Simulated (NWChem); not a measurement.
AlAsH$_{4}$O; SMILES [AsH2][AlH][OH]

```xyz
7

Al    -0.5632    -1.2089     0.0127
As     0.0890     1.1246     0.0473
H     -1.0072     1.4637    -0.9609
H      1.1249     0.8697    -1.0433
H     -2.0698    -1.7166     0.0669
O      0.7145    -2.3397     0.0191
H      0.6223    -3.2934     0.0579
```
Atoms are numbered in this order, from 1.

Results from NWChem. Structure relaxed at the PBE0/def2-SVP level.

### Question
Estimate the computed values for RPBE/def2-SVP. Quantities: highest occupied level (eV); orbital gap (eV); dipole (D).

### Answer
```
Quantity                     Value
---------------------------  -----
highest occupied level (eV)  -6.00
orbital gap (eV)              4.53
dipole (D)                    1.51
```
